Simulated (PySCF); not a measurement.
# Ge (germanium, neutral) across methods

[Ar] 3d10 4s2 4p1 4d1, one real determinant (an excited configuration). All numbers are calculated (PySCF 2.14, the spin-free X2C one-electron Hamiltonian (Gaussian nucleus), in dyall-av2z (16s12p8d, 92 functions)).

```
method  E (hartree)  mean ε 4s β (eV)  mean ε 4p α (eV)  mean ε 4d α (eV)  Σ⟨r²⟩ (bohr²)   ⟨S²⟩
   PBE    -2098.231           -13.265            -6.036             0.782          51.41  2.001
PBEsol    -2096.664           -13.291            -6.028             0.850          51.29  2.001
r2SCAN    -2098.478           -13.548            -6.385             0.874          51.19  2.004
   LDA    -2095.235           -13.607            -6.072             0.949          51.09  2.001
 HSE06    -2098.246           -13.976            -6.685             0.791          51.44  2.002
   UHF  -2096.81517           -16.165            -9.693            -0.116          52.18  2.008
 B97-3    -2098.316           -14.198            -6.970             0.547          51.58  2.002
  PBE0    -2098.243           -14.254            -7.097             0.452          51.43  2.002
```

Q: Estimate the same row for M06-L.

A: E (hartree) = -2098.426; mean ε 4s β (eV) = -13.249; mean ε 4p α (eV) = -6.002; mean ε 4d α (eV) = 0.940; Σ⟨r²⟩ (bohr²) = 51.52; ⟨S²⟩ = 2.002.

⟨L²⟩ = 8.03 against 12 for a pure F term, so this real determinant mixes terms. The outer electron is Rydberg-like, and this basis confines it to a smaller radius and binds it less than a complete one would.

The highest occupied level is positive at PBE, PBEsol, r2SCAN, LDA, M06-L, HSE06, B97-3, PBE0: only the finite basis holds that electron, which in a density functional comes from self-interaction.
